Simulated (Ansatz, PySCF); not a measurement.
Reaction (SMILES): CN(C)[Si](Br)(Br)Br + 2 N (NH3) + 3 [SiH4] (SiH4) → 2 CN (CH5N) [methanamine] + N[SiH3] + 3 [SiH3]Br [bromosilane]
Structures are relaxed separately at B3LYP-D3(BJ)/def2-TZVP in Ansatz (an electronic-structure program), one conformer each, not searched for the lowest. Frequencies are from Ansatz or PySCF.

Wanted: bond separation energy (0 K, with B3LYP-D3(BJ) harmonic zero-point energies), in kJ/mol. Correlated levels leave the core frozen unless marked. No spin-orbit coupling. Frozen are the shells of the preceding noble gas and the d and f shells that filled before the atom's block. No relativistic terms. Basis-set limits of correlation are two-point, X^-3; Hartree-Fock from the larger set. [CCSD(T)-MP2]/basis is that difference in the basis named.

```tsv
level	program	bond separation energy (kJ/mol)
SVWN5/def2-TZVPD	Ansatz	87.5
B97M-V/def2-TZVPD	Ansatz	76.8
PBE0/def2-SVP	Ansatz	56.0
r2SCAN0-D4/def2-TZVPD	Ansatz + dftd4	66.2
B2GP-PLYP-D3(BJ)/def2-TZVPD	Ansatz + dftd3	75.4
MP2/def2-TZVPP	Ansatz	82.3
RI-MP2/CBS(def2-TZVPPD,def2-QZVPPD)+[CCSD(T)-MP2]/def2-TZVPPD	Ansatz	68.1
```
